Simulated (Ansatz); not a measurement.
C3H6Si can be A, `[SiH3]C1C=C1`, or B, `C=C1C[SiH2]1`.

Program: Ansatz. Geometries: PBE0-D4/def2-TZVP. ΔE: electronic, gas phase. CBS: MP2 limit from def2 TZ/QZ plus the TZ coupled-cluster correction, frozen cores. DFT in def2-TZVPP. B3LYP here is the variant with VWN-RPA as its local correlation; programs differ in this.

A:

```xyz
10

Si   -0.165   -1.145   -0.887
C    -0.124   -0.055    0.631
C     0.849    1.099    0.761
C    -0.370    1.438    0.551
H     0.738   -2.321   -0.733
H    -1.538   -1.667   -1.142
H     0.274   -0.354   -2.069
H    -0.422   -0.551    1.561
H     1.880    1.361    0.922
H    -1.121    2.195    0.405
```

B:

```xyz
10

C     1.166    0.213   -1.315
C     0.288   -0.006   -0.355
C    -0.314    0.780    0.783
Si   -0.907   -0.983    0.603
H     1.663    1.175   -1.429
H     1.428   -0.561   -2.030
H    -0.982    1.597    0.514
H     0.350    1.037    1.607
H    -0.433   -2.008    1.559
H    -2.259   -1.244    0.063
```

**Question.** Which isomer does CCSD(T)/CBS put lower? Give the gap. (Estimate.)

**Answer.** Ansatz gave: B, by 18.2 kcal/mol.

**Question.** Give E(B) − E(A) in kcal/mol with B3LYP-D4, HF/def2-TZVPP, CCSD(T)/def2-SVP, PBE-D4, MP2/def2-TZVPP, B3LYP, BLYP-D4. (Estimate.)

**Answer.** Ansatz gave: B3LYP-D4 -19.4, HF/def2-TZVPP -15.7, CCSD(T)/def2-SVP -15.6, PBE-D4 -20.3, MP2/def2-TZVPP -17.5, B3LYP -19.3, BLYP-D4 -19.9. None reverses the order clearly.

**Question.** Does the order hold for the free energy at 298.15 K (harmonic terms from PBE0-D4)? (Best estimate.)

**Answer.** Computed: Yes: G(B) − G(A) = -15.7 kcal/mol.

Largest T1 diagnostic: 0.012.

From r2SCAN to r2SCAN0 (25 % exact exchange), in def2-TZVPP and without D4, E(B) − E(A) moves by +0.9 kcal/mol. At CCSD(T), def2-SVP lies +2.5 kcal/mol from the extrapolated value and def2-TZVPP −0.1 kcal/mol.
